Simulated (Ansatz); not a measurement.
System: Au2, net charge 0, singlet state. 
Coordinates optimised at B3LYP-D3(BJ)/def2-TZVP (Ansatz, an electronic-structure program):
```xyz
2

Au     0.0000     0.0000    -1.2768
Au     0.0000     0.0000     1.2768
```
Charge 0, spin multiplicity 1.

Wanted: atomisation energy (electronic, to ground-state atoms), in kcal/mol. Correlated levels leave the core frozen unless marked. UHF or UKS for open shells. No spin-orbit coupling. Frozen are the shells of the preceding noble gas and the d and f shells that filled before the atom's block. In def2 rows, elements after Kr have scalar-relativistic effective core potentials. The coupled-cluster limit lacks core correlation, which all-electron functionals hold. CBS(X,Y): correlation extrapolated as X^-3; Hartree-Fock from the larger set.

```
level                                        program  atomisation energy (kcal/mol)  minus last row
------------------------------------  --------------  -----------------------------  --------------
PBE-D4/def2-TZVPD                     Ansatz + dftd4                           53.0             3.6
r2SCAN-D3(BJ)/def2-TZVPD              Ansatz + dftd3                           52.7             3.3
wB97M-V/def2-TZVPD                            Ansatz                           44.3            -5.1
wB97X-V/def2-TZVPD                            Ansatz                           44.2            -5.2
B2PLYP-D3(BJ)/def2-TZVPD              Ansatz + dftd3                           48.2            -1.2
PBE-QIDH/def2-TZVPD                           Ansatz                           46.2            -3.2
MP2/CBS(def2-TZVPPD,def2-QZVPPD)              Ansatz                           55.9             6.5
SCS-MP2/def2-TZVPP                            Ansatz                           46.8            -2.6
CCSD(T)/def2-QZVPPD                           Ansatz                           48.4            -1.0
CCSD(T)/CBS(def2-TZVPPD,def2-QZVPPD)          Ansatz                           49.4             0.0
```
